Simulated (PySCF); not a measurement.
C$_{4}$H$_{2}$F$_{3}$O$_{2}$ (SMILES O=C(C=[C]O)C(F)(F)F), doublet, at a GFN2-xTB geometry; CAMB3LYP/STO-3G (PySCF).

PySCF was given this input:
```python
from pyscf import gto, scf, dft

mol = gto.Mole()
mol.atom = '''
    O     0.82789346    1.23179624    0.36035721
    C     0.28479060    0.17548767    0.04107469
    C     0.94444449   -1.00447552   -0.38586818
    C     2.30150257   -0.89639379   -0.42666776
    O     3.00283525    0.10472525   -0.13516509
    C    -1.25906103    0.06198459    0.09139805
    F    -1.63968948   -0.90302803    0.93919210
    F    -1.75514222   -0.25781263   -1.11120989
    F    -1.83737272    1.19220159    0.47950405
    H     0.40015599   -1.89020288   -0.64832010
    H     2.41379458    0.89616470    0.15978629
'''
mol.basis = 'sto-3g'
mol.spin = 1
mol.verbose = 4
mol.build()

mf = dft.UKS(mol)
mf.xc = 'camb3lyp'
mf.conv_tol = 1e-12
mf.kernel()
```

### Question
Write the output that PySCF gives for this input, abridged.

### Answer

```
PySCF version 2.14.0

[INPUT] verbose = 4
[INPUT] num. atoms = 11
[INPUT] num. electrons = 69
[INPUT] charge = 0
[INPUT] spin (= nelec alpha-beta = 2S) = 1
[INPUT] symmetry False subgroup None
[INPUT] Mole.unit = angstrom
[INPUT] Symbol           X                Y                Z      unit          X                Y                Z       unit  Magmom
[INPUT]  1 O      0.827893460000   1.231796240000   0.360357210000 AA    1.564491899719   2.327757534869   0.680976433912 Bohr   0.0
[INPUT]  2 C      0.284790600000   0.175487670000   0.041074690000 AA    0.538176236851   0.331623634538   0.077619914751 Bohr   0.0
[INPUT]  3 C      0.944444490000  -1.004475520000  -0.385868180000 AA    1.784741425955  -1.898183631630  -0.729185180384 Bohr   0.0
[INPUT]  4 C      2.301502570000  -0.896393790000  -0.426667760000 AA    4.349209532283  -1.693938762861  -0.806285212582 Bohr   0.0
[INPUT]  5 O      3.002835250000   0.104725250000  -0.135165090000 AA    5.674536219690   0.197902040827  -0.255425001702 Bohr   0.0
[INPUT]  6 C     -1.259061030000   0.061984590000   0.091398050000 AA   -2.379280520813   0.117133899043   0.172717282819 Bohr   0.0
[INPUT]  7 F     -1.639689480000  -0.903028030000   0.939192100000 AA   -3.098564046531  -1.706475659506   1.774815847355 Bohr   0.0
[INPUT]  8 F     -1.755142220000  -0.257812630000  -1.111209890000 AA   -3.316738105461  -0.487195262154  -2.099882359008 Bohr   0.0
[INPUT]  9 F     -1.837372720000   1.192201590000   0.479504050000 AA   -3.472131229547   2.252934490371   0.906131330120 Bohr   0.0
[INPUT] 10 H      0.400155990000  -1.890202880000  -0.648320100000 AA    0.756185228204  -3.571965763064  -1.225147430051 Bohr   0.0
[INPUT] 11 H      2.413794580000   0.896164700000   0.159786290000 AA    4.561410677160   1.693505845503   0.301952326560 Bohr   0.0

nuclear repulsion = 469.069513216678
number of shells = 29
number of NR pGTOs = 141
number of NR cGTOs = 47
basis = sto-3g
ecp = {}

******** <class 'pyscf.dft.uks.UKS'> ********
method = UKS
initial guess = minao
damping factor = 0
level_shift factor = 0
DIIS = <class 'pyscf.scf.diis.CDIIS'>
diis_start_cycle = 1
diis_space = 8
diis_damp = 0
SCF conv_tol = 1e-12
SCF conv_tol_grad = None
SCF max_cycles = 50
direct_scf = True
direct_scf_tol = 1e-13
number electrons alpha = 35  beta = 34
XC library pyscf.dft.libxc version 7.1.2
    S. Lehtola, C. Steigemann, M. J. T. Oliveira, and M. A. L. Marques,  SoftwareX 7, 1–5 (2018)
XC functionals = camb3lyp
    T. Yanai, D. P. Tew, and N. C. Handy,  Chem. Phys. Lett. 393, 51 (2004)
radial grids:
    Treutler-Ahlrichs [JCP 102, 346 (1995); DOI:10.1063/1.469408] (M4) radial grids

becke partition: Becke, JCP 88, 2547 (1988); DOI:10.1063/1.454033
pruning grids: <function nwchem_prune>
grids dens level: 3
symmetrized grids: False
atomic radii adjust function: <function treutler_atomic_radii_adjust>
small_rho_cutoff = 0
Set gradient conv threshold to 1e-06
tot grids = 147040
init E= -596.822772950445

cycle= 1 E= -594.494428957044  delta_E= 2.33  |g|= 0.749  |ddm|= 3.44
cycle= 2 E= -594.130745701805  delta_E= 0.364  |g|=  1.2  |ddm|= 2.14
cycle= 3 E= -594.843603599087  delta_E= -0.713  |g|= 0.201  |ddm|=  1.4
cycle= 4 E= -594.86877246101  delta_E= -0.0252  |g|= 0.0514  |ddm|= 0.331
cycle= 5 E= -594.8710334852  delta_E= -0.00226  |g|= 0.015  |ddm|= 0.109
cycle= 6 E= -594.871347718985  delta_E= -0.000314  |g|= 0.00715  |ddm|= 0.0379
cycle= 7 E= -594.871493575196  delta_E= -0.000146  |g|= 0.00306  |ddm|= 0.0326
cycle= 8 E= -594.871531162776  delta_E= -3.76e-05  |g|= 0.00169  |ddm|= 0.0188
cycle= 9 E= -594.871541113752  delta_E= -9.95e-06  |g|= 0.000746  |ddm|= 0.0101
cycle= 10 E= -594.871543538824  delta_E= -2.43e-06  |g|= 0.000552  |ddm|= 0.00355
cycle= 11 E= -594.871545249882  delta_E= -1.71e-06  |g|= 0.000307  |ddm|= 0.00383
cycle= 12 E= -594.871546033094  delta_E= -7.83e-07  |g|= 7.9e-05  |ddm|= 0.004
cycle= 13 E= -594.871546067045  delta_E= -3.4e-08  |g|= 5.09e-05  |ddm|= 0.000719
cycle= 14 E= -594.871546070465  delta_E= -3.42e-09  |g|= 3.35e-05  |ddm|= 0.000143
cycle= 15 E= -594.871546073493  delta_E= -3.03e-09  |g|= 1.19e-05  |ddm|= 0.000178
cycle= 16 E= -594.871546073832  delta_E= -3.39e-10  |g|= 5.21e-06  |ddm|= 6.78e-05
cycle= 17 E= -594.871546073879  delta_E= -4.73e-11  |g|= 2.01e-06  |ddm|= 1.66e-05
cycle= 18 E= -594.871546073886  delta_E= -6.82e-12  |g|= 1.1e-06  |ddm|= 7.73e-06
cycle= 19 E= -594.871546073886  delta_E= -4.55e-13  |g|= 4.3e-07  |ddm|= 3.57e-06
Extra cycle  E= -594.871546073889  delta_E= -2.73e-12  |g|= 3.56e-07  |ddm|= 1.62e-06
converged SCF energy = -594.871546073889  <S^2> = 0.75690626  2S+1 = 2.0068944
```
